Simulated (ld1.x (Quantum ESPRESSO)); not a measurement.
## Transferability test, PAW potential for titanium (Ti)

```json
{
  "Element": "titanium",
  "Generator": "ld1.x (Quantum ESPRESSO) 7.5",
  "Type": "PAW",
  "Functional": "LDA (PZ)",
  "Relativity": "scalar-relativistic",
  "Frozen core": "[Ar]",
  "Valence charge": "4",
  "Reference configuration": "3d2 4s1.75 4p0.25",
  "Partial waves": "4s (bound): rcut 2.75, rcutus 3.35 bohr; 4s channel at 1.8 Ry: rcut 2.75, rcutus 3.35 bohr; 4p (bound): rcut 3.45, rcutus 3.65 bohr; 4p channel at 0.3 Ry: rcut 3.45, rcutus 3.65 bohr; 3d (bound): rcut 2.45, rcutus 2.70 bohr; 3d channel at 0.15 Ry: rcut 2.45, rcutus 2.70 bohr",
  "Local potential": "all-electron potential smoothed inside 2.25 bohr (lloc = -1)",
  "Core correction": "Bessel-smoothed model core inside 2.50 bohr",
  "Augmentation charge": "BESSEL, radius 1.85 bohr"
}
```

Energies are relative to the spin-unpolarised reference configuration 3d2 4s1.75 4p0.25; without spin polarisation the order of configurations can differ from experiment. Not all tests gave a result: test run stopped at test 8 of 9 (negative rho).

```
valence configuration  charge  ΔE all-electron (eV)  error AE − PS (meV)
          3d2 4s2 4p0       0                -0.769                  0.0
          3d2 4s1 4p0      +1                 6.766                 -0.7
          3d2 4s0 4p0      +2                20.566                  -16
          3d1 4s2 4p0      +1                 9.210                 -241
          3d2 4s0 4p1      +1                10.614                 -4.3
```

Task: What are ΔE and the potential's error for 3d2.5 4s1.5 4p0?

Result: ΔE = -0.446 eV all-electron; the error (AE − PS) is -29 meV.

Task: What are ΔE and the potential's error for 3d2 4s1 4p1?

Result: ΔE = 2.367 eV all-electron; the error (AE − PS) is -0.4 meV.

Levels in the configuration 3d2 4s1 4p1:

```tsv
level	all-electron (eV)	pseudo (eV)
3d	-5.697	-5.704
4s	-5.379	-5.380
4p	-2.161	-2.161
```
